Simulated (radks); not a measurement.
Valence configurations of Tl+. Method: scalar-relativistic Kohn-Sham, r2SCAN, spin-polarised, spherical densities, finite nucleus; open shells are filled with parallel spins first (spin-orbit coupling, left out, can overturn this in heavy ions); meta-GGA in the generalised Kohn-Sham scheme; Fermi nuclear charge, rms radius 5.4759 fm; computed with a radial shooting solver on a logarithmic mesh with Libxc functionals. Energies are relative to [Hg]; eigenvalues in eV for spin up.

valence                     E (eV)  moment (Bohr magnetons)    e(4f)    e(5d)    e(6p)    e(6s)
[Hg]                         0.000                        0  -122.64  -23.296        -  -16.537
[Xe] 4f14 5d10 6s1.5 6p0.5   4.043                        1  -123.60  -24.299   -8.922  -17.710
[Xe] 4f14 5d10 6s1 6p1       7.479                        2  -124.42  -25.190   -9.823  -18.766
[Xe] 4f14 5d9 6s2 6p1       16.273                        2  -128.86  -28.403  -10.231  -19.661
[Xe] 4f13 5d10 6s2 6p1      122.57                        2  -142.47  -29.717  -10.267  -19.741

NIST lists [Hg] as the ground configuration; this level of theory agrees among the configurations tried. The energies are those of spherical high-spin densities, not of single terms.
